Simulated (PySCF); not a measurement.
Br$_{2}$Ge, charge +1, doublet, at a GFN2-xTB geometry (a state made from the parent by changing its charge; the spin is typed, not shown lowest), with bond 3-1 at 2.4 times its length; CASSCF(3,3)/STO-3G run with PySCF.

Input for PySCF:
```python
from pyscf import gto, scf, mcscf
import numpy

mol = gto.Mole()
mol.atom = '''
    Ge    0.04098787    0.01970421    0.87545472
    Br    1.08405991   -1.64809774   -0.41494801
    Br   -2.74906589    3.88461201   -2.15075916
'''
mol.basis = 'sto-3g'
mol.charge = 1
mol.spin = 1
mol.verbose = 4
mol.build()

mf = scf.ROHF(mol)
mf.kernel()
mc = mcscf.CASSCF(mf, 3, 3)
mc.fix_spin_(ss=0.75)
mc.kernel()
occ = numpy.linalg.eigvalsh(mc.fcisolver.make_rdm1(mc.ci, mc.ncas, mc.nelecas))[::-1]
ss = mc.fcisolver.spin_square(mc.ci, mc.ncas, mc.nelecas)[0]
print('natural occupations', occ.round(4), ' <S^2>', round(ss, 4))
```

**Question.** Predict the main parts of the log of this PySCF run.

**Answer.** 
```
PySCF version 2.14.0

[INPUT] verbose = 4
[INPUT] num. atoms = 3
[INPUT] num. electrons = 101
[INPUT] charge = 1
[INPUT] spin (= nelec alpha-beta = 2S) = 1
[INPUT] symmetry False subgroup None
[INPUT] Mole.unit = angstrom
[INPUT] Symbol           X                Y                Z      unit          X                Y                Z       unit  Magmom
[INPUT]  1 Ge     0.040987870000   0.019704210000   0.875454720000 AA    0.077455848729   0.037235560401   1.654369655258 Bohr   0.0
[INPUT]  2 Br     1.084059910000  -1.648097740000  -0.414948010000 AA    2.048576332521  -3.114453355115  -0.784138094833 Bohr   0.0
[INPUT]  3 Br    -2.749065890000   3.884612010000  -2.150759160000 AA   -5.194981630484   7.340852799096  -4.064345772300 Bohr   0.0

nuclear repulsion = 450.152852249276
number of shells = 24
number of NR pGTOs = 162
number of NR cGTOs = 54
basis = sto-3g
ecp = {}

******** <class 'pyscf.scf.rohf.ROHF'> ********
method = ROHF
initial guess = minao
damping factor = 0
level_shift factor = 0
DIIS = <class 'pyscf.scf.diis.CDIIS'>
diis_start_cycle = 1
diis_space = 8
diis_damp = 0
SCF conv_tol = 1e-09
SCF conv_tol_grad = None
SCF max_cycles = 50
direct_scf = True
direct_scf_tol = 1e-13
num. doubly occ = 50  num. singly occ = 1
Set gradient conv threshold to 3.16228e-05
init E= -7130.26324298706
  HOMO = -0.694603489215221  LUMO = -0.397847977368848  gap/eV = 8.07513
cycle= 1 E= -7140.79038306507  delta_E= -10.5  |g|= 0.351  |ddm|= 1.61
  HOMO = -0.251450808257146  LUMO = -0.207844723079299  gap/eV = 1.18658
cycle= 2 E= -7140.84277389871  delta_E= -0.0524  |g|= 0.184  |ddm|= 0.879
  HOMO = -0.242603348949961  LUMO = -0.150281997384608  gap/eV = 2.51219
cycle= 3 E= -7140.86271375157  delta_E= -0.0199  |g|= 0.0313  |ddm|= 0.327
  HOMO = -0.243508971690244  LUMO = -0.154706290408454  gap/eV = 2.41644
cycle= 4 E= -7140.86349823658  delta_E= -0.000784  |g|= 0.00944  |ddm|= 0.0606
  HOMO = -0.243576147968924  LUMO = -0.154895526702583  gap/eV = 2.41312
cycle= 5 E= -7140.86366336995  delta_E= -0.000165  |g|= 0.0021  |ddm|= 0.0428
  HOMO = -0.243595278002634  LUMO = -0.154772692289413  gap/eV = 2.41699
cycle= 6 E= -7140.86365135166  delta_E= 1.2e-05  |g|= 0.0024  |ddm|= 0.0226
  HOMO = -0.243609585558815  LUMO = -0.154742767510084  gap/eV = 2.41819
cycle= 7 E= -7140.86367313622  delta_E= -2.18e-05  |g|= 0.000332  |ddm|= 0.0168
  HOMO = -0.243583347424156  LUMO = -0.154766077927226  gap/eV = 2.41684
cycle= 8 E= -7140.86367337045  delta_E= -2.34e-07  |g|= 4.64e-05  |ddm|= 0.00155
  HOMO = -0.243586317168704  LUMO = -0.154763478501409  gap/eV = 2.41699
cycle= 9 E= -7140.86367337295  delta_E= -2.5e-09  |g|= 1.03e-05  |ddm|= 0.000138
  HOMO = -0.243586999652066  LUMO = -0.154763662904546  gap/eV = 2.41701
cycle= 10 E= -7140.86367337308  delta_E= -1.33e-10  |g|= 5.47e-06  |ddm|= 3.19e-05
  HOMO = -0.243586939098738  LUMO = -0.154763656227533  gap/eV = 2.41700
Extra cycle  E= -7140.86367337311  delta_E= -3.64e-11  |g|= 3.11e-06  |ddm|= 1.8e-05
converged SCF energy = -7140.86367337311

******** <class 'pyscf.mcscf.mc1step.CASSCF'> ********
CAS (2e+1e, 3o), ncore = 49, nvir = 2
max_cycle_macro = 50
max_cycle_micro = 4
conv_tol = 1e-07
conv_tol_grad = None
orbital rotation max_stepsize = 0.02
orbital rotation threshold for CI restart = 0.01
augmented hessian ah_max_cycle = 30
augmented hessian ah_conv_tol = 1e-12
augmented hessian ah_linear dependence = 1e-14
augmented hessian ah_level shift = 1e-08
augmented hessian ah_start_tol = 2.5
augmented hessian ah_start_cycle = 3
augmented hessian ah_grad_trust_region = 3
kf_trust_region = 3
kf_interval = 4
ci_response_space = 4
ci_grad_trust_region = 3
with_dep4 0
natorb = False
canonicalization = True
sorting_mo_energy = False
ao2mo_level = 2
internal_rotation = False
******** <class 'pyscf.fci.addons.SpinPenaltyFCISolver'> ********
max. cycles = 50
conv_tol = 1e-08
davidson only = True
linear dependence = 1e-12
level shift = 0.001
max iter space = 12
nroots = 1
pspace_size = 400
spin = None
CASCI E = -7140.86368038712  S^2 = 0.7500000
Set conv_tol_grad to 0.000316228
macro iter   1 (  3 JK    1 micro), CASSCF E = -7140.86370843701  dE = -2.80498889e-05  S^2 = 0.7500000
               |grad[o]|=0.0134  |grad[c]|=2.99e-05  |ddm|=0.000155  |maxRot[o]|=0.00209
macro iter   2 (  1 JK    1 micro), CASSCF E = -7140.86370843701  dE =  0.00000000e+00  S^2 = 0.7500000
               |grad[o]|=1.25e-05  |grad[c]|=1.24e-07  |ddm|=    0  |maxRot[o]|=    0
1-step CASSCF converged in   2 macro (  4 JK   2 micro) steps
CASSCF canonicalization
Density matrix diagonal elements [1.00000001e+00 1.99999999e+00 1.19167556e-09]
CASSCF energy = -7140.86370843701
CASCI E = -7140.86370843701  E(CI) = -2.71703922354845  S^2 = 0.7500000
natural occupations [2. 1. 0.]  <S^2> 0.75
```
